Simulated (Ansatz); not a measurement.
Cost and result up the ladder for Pd2H3 (the lowest doublet isomer of a short search) (5 atoms). The state is a doublet with charge 0. Geometry: PBE0-D4/def2-TZVP.

| atom | x (Å) | y (Å) | z (Å) |
| --- | --- | --- | --- |
| Pd1 | -0.035 | 0.039 | -0.320 |
| Pd2 | -0.442 | 1.031 | 2.017 |
| H3 | 0.227 | -1.466 | -1.048 |
| H4 | -0.733 | 1.480 | 0.423 |
| H5 | 0.984 | -1.083 | -1.073 |

Ansatz on 4 threads of Intel Xeon 6975P-C on a shared host. Times are rough, and most runs start from the orbitals of an earlier one. ωB97M-V/def2-TZVP serves as the yardstick here, not as an exact answer. Differences are given only for rows in sets of like size (and for xTB, whose basis is part of the method), since another set adds its own error. Binding counts from free atoms at the same level (Pd singlet, H doublet; other spins of the atoms weren't run), without zero-point energy or a counterpoise term.

In the def2 sets Pd takes a core potential; there is no spin–orbit coupling. B3LYP takes the VWN-RPA correlation. Correlated methods freeze no core orbitals; core or outer-core shells of Pd are correlated, in sets that lack core-valence functions. HOMO above LUMO, or a gap near zero within one spin, warns that the state may not be the lowest or that an electron is smeared out. In the doublet, H3 and H5 lie 0.85 Å apart (atoms count from 1), so H2 has formed as a molecule. The structure comes from a short search, and lower isomers may exist.

Correlated methods converge slowly with the basis.

| level | functions | wall time | binding energy per atom (eV) | difference from ωB97M-V/def2-TZVP (eV) | remarks |
| --- | --- | --- | --- | --- | --- |
| HF/def2-TZVP | 98 | 0.8 s | 1.16 | -0.64 | – |
| PBE-D4/def2-SVP | 77 | 1.2 s | 2.01 | – | gap within one spin near zero |
| PBE0-D4/def2-SVP | 77 | 1.3 s | 1.86 | – | – |
| PBE-D4/def2-TZVP | 98 | 1.4 s | 2.02 | 0.22 | gap within one spin near zero |
| PBE-D4/def2-TZVPD | 107 | 1.6 s | 2.03 | 0.23 | gap within one spin near zero |
| B3LYP-D4/def2-TZVP | 98 | 2.2 s | 1.92 | 0.11 | – |
| PBE0-D4/def2-TZVPD | 107 | 2.5 s | 1.88 | 0.07 | – |
| r2SCAN-D4/def2-TZVP (with forces) | 98 | 3.4 s | 2.10 | 0.29 | – |
| r2SCAN-D4/def2-TZVPD | 107 | 3.7 s | 2.10 | 0.30 | – |
| r2SCAN0-D4/def2-TZVP | 98 | 3.8 s | 1.94 | 0.14 | – |
| PBE0-D4/def2-TZVP | 98 | 4.1 s | 1.87 | 0.06 | – |
| ωB97M-V/def2-TZVP | 98 | 9.5 s | 1.80 | 0.00 | – |
| CCSD(T)/def2-TZVP | 98 | 32 s | 1.88 | 0.07 | – |
| CCSD(T)/def2-TZVPD | 107 | 45 s | 1.91 | 0.11 | – |
